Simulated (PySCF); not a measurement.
# A barrier at the coupled-cluster level

Start structure (SiNH$_{7}$Se, singlet), relaxed at PBE0-D4/def2-TZVP:

```
atom    x (Å)    y (Å)    z (Å)
 Si1  -1.3120  -0.4348   0.1479
  H2  -0.7005  -1.4471  -0.7708
  H3  -2.5252  -1.0541   0.7418
  H4  -1.6886   0.7277  -0.6993
  N5  -0.3164   0.1148   1.4339
  H6   1.1638   0.2696  -1.9130
 Se7   1.9687   1.3476  -1.3262
  H8  -0.1750  -0.4751   2.2379
  H9   0.5256   0.6190   1.1969
 H10   3.0555   0.4095  -1.0227
```

The step: SiNH₅ ([NH2][SiH3]) + H₂Se → SiNH₅Se ([NH2][SiH2][SeH]) + H₂; bonds formed: Si1–Se7, H2–H6; bonds broken: Si1–H2, H6–Se7. PySCF 2.14 with density fitting (its default auxiliary sets; JK sets also for MP2 and CCSD(T)); basis: def2-TZVPP and def2-QZVPP; cores frozen in the correlated methods. Filled d shells of the heavier atoms are correlated. The def2 sets are not built for correlating such inner shells, so the correlated values are less sure here. Extrapolation: Hartree–Fock as exp(−7.88 √X), correlation as X^−2.97. Energies below are by CCSD(T) at an estimated basis limit (MP2 extrapolated from triple and quadruple zeta, plus CCSD(T) − MP2 in triple zeta).

**Question.** What are the electronic barrier and the energy of the step, from the start structure to the end structure? (Judge from chemistry; the value comes from the calculation.)

**Answer.** By the calculation: Barrier 162.3 kJ/mol; step energy -47.3 kJ/mol (downhill); reverse barrier, their difference, 209.6 kJ/mol. Barrier and step energy count from the start structure, the reverse barrier from the end structure.

The saddle point: One imaginary mode of 866i cm⁻¹.
```json
{"pair": "Si1–Se7", "start (Å)": "4.01", "saddle (Å)": "2.69", "end (Å)": "2.29"}
{"pair": "H2–H6", "start (Å)": "2.78", "saddle (Å)": "0.92", "end (Å)": "0.75"}
{"pair": "Si1–H2", "start (Å)": "1.50", "saddle (Å)": "1.72", "end (Å)": "4.27"}
{"pair": "H6–Se7", "start (Å)": "1.47", "saddle (Å)": "1.94", "end (Å)": "3.28"}
```

Zero-point energy (harmonic, PBE0-D4): ZPE is 171.4 kJ/mol at the start and 172.9 kJ/mol at the saddle, so the barrier goes from 162.3 to 163.8 kJ/mol.

T1 diagnostic: at most 0.011.

Labels in which every atom is bracketed show which atoms are joined, not bond orders.

For scale, one of the runs: CCSD(T)/def2-TZVPP, 219 basis functions, launched by `OMP_NUM_THREADS=4 python run.py`. Hardware: 4 CPU threads of an Arm Neoverse V1, shared host. Wall time 16 min; peak host memory 3.9 GiB.
